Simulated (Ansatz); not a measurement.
Ideal-gas functions of `F[SiH](F)[Si](F)(F)F` at 400 K and 1 bar, from an Ansatz frequency run at PBE0-D4/def2-TZVP.

Molar mass 152.17 g/mol, point group Cs (symmetry number 1), electronic degeneracy 1, moments of inertia 196.055, 433.215, 485.831 u Å². Harmonic wavenumbers (cm⁻¹, unscaled): 25, 93, 111, 202, 202, 294, 317, 325, 360, 505, 803, 816, 848, 918, 960, 977, 980, 2275.

Use S(trans) = R[1.5 ln M + 2.5 ln T − 1.1517]; rotational temperatures θ = 24.2544 K / I; S(rot) = R[ln(√π/σ · √(T³/θAθBθC)) + 1.5]; for each mode x = 1.438777 ν̃/T, S = R[x/(eˣ − 1) − ln(1 − e⁻ˣ)] and H = RT x/(eˣ − 1); 1 cm⁻¹ = 0.0119627 kJ/mol; R = 8.31446 J/(mol·K).

Question: By hand: the entropy, in J/(mol·K).

Answer: Translation 177.6. Rotation: θ = 0.1237, 0.056, 0.0499 K, giving 125.1. Vibration, mode by mode: 28.35, 17.46, 16.00, 11.15, 11.15, 8.23, 7.66, 7.47, 6.72, 4.41, 1.89, 1.82, 1.66, 1.36, 1.21, 1.15, 1.14, 0.02, in all 128.9. Electronic 0.0. Sum 431.6 J/(mol·K).

Question: By hand: H − E and G − E in kJ/mol, counted from the electronic energy.

Answer: Zero-point energy ½ × 11011 × 0.0119627 = 65.9; thermal vibration 24.5; translation, rotation and pV give 4 RT = 13.3. H − E = 103.7 kJ/mol, and G − E = 103.7 − 400 × 431.6/1000 = -68.9 kJ/mol.

Vibration gives 30 % of the entropy, 61.8 J/(mol·K) of it from the modes under 150 cm⁻¹: soft modes count most, and the harmonic formula is weakest for them. The sum counts one conformer and one mirror image; others add a mixing term.
